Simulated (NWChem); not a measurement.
CH6BOP; SMILES O(BP)C

```xyz
10

B     -0.9915     0.0150     0.0041
H     -2.1964    -0.1614    -0.0322
O     -0.5846     1.3078    -0.0244
C      0.7821     1.6981    -0.0223
H      1.3835     1.0904    -0.7335
H      0.8391     2.7621    -0.3237
H      1.2210     1.5928     0.9928
P      0.2081    -1.5028    -0.0857
H     -0.5713    -2.3614     0.7580
H      1.1439    -1.1073     0.9324
```
Atoms are numbered in this order, from 1.

Computed with NWChem. Pople sets run with spherical d functions. Coordinates come from a PBE-D3(BJ)/def2-SVP optimisation. Total energies compare along this basis series because the functional is fixed.

```json
[
 {"level": "PBE/STO-3G", "basis functions": "30", "energy (Ha)": "-477.1352", "highest occupied level (eV)": "-2.78", "orbital gap (eV)": "5.01", "dipole (D)": "1.89", "relative time": "1"},
 {"level": "PBE/3-21G", "basis functions": "52", "energy (Ha)": "-480.2908", "highest occupied level (eV)": "-5.86", "orbital gap (eV)": "4.73", "dipole (D)": "2.28", "relative time": "1"},
 {"level": "PBE/6-31G*", "basis functions": "72", "energy (Ha)": "-482.7927", "highest occupied level (eV)": "-5.91", "orbital gap (eV)": "4.73", "dipole (D)": "1.87", "relative time": "3"},
 {"level": "PBE/6-31+G*", "basis functions": "88", "energy (Ha)": "-482.8004", "highest occupied level (eV)": "-6.11", "orbital gap (eV)": "4.61", "dipole (D)": "1.79", "relative time": "4"},
 {"level": "PBE/6-311G**", "basis functions": "116", "energy (Ha)": "-482.8654", "highest occupied level (eV)": "-6.10", "orbital gap (eV)": "4.65", "dipole (D)": "1.81", "relative time": "6"},
 {"level": "PBE/6-311++G**", "basis functions": "138", "energy (Ha)": "-482.8689", "highest occupied level (eV)": "-6.15", "orbital gap (eV)": "4.57", "dipole (D)": "1.74", "relative time": "10"}
]
```

Relative times are rough (shared machine, one core).
